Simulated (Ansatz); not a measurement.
Species: GaH3, charge 0, singlet. GaH3 (SMILES [GaH3]).
B3LYP-D3(BJ)/def2-TZVP minimum from Ansatz (a quantum-chemistry and plane-wave program):
```xyz
4

Ga     0.0000     0.0000     0.0000
H      0.6658    -0.4314     1.3546
H     -0.3043     1.5149    -0.2776
H     -0.3615    -1.0834    -1.0770
```
Charge 0, spin multiplicity 1.

Total energies in cc-pV5Z, 6 correlated electrons, 14 frozen orbitals. UHF or UKS for unpaired electrons; spin-orbit terms are left out. Cores are frozen in correlated methods (noble-gas shells, and filled d and f shells in the p block). No relativity.

| method | program | energy (Eh) | minus CCSDT(Q) (mEh) |
|---|---|---|---|
| HF | Ansatz | -1925.00572 | 122.01 |
| MP2 | Ansatz | -1925.10583 | 21.89 |
| CCSD | Ansatz | -1925.12538 | 2.34 |
| CCSD(T) | Ansatz | -1925.12729 | 0.44 |
| CCSDT(Q) | Ansatz | -1925.12772 | 0.00 |
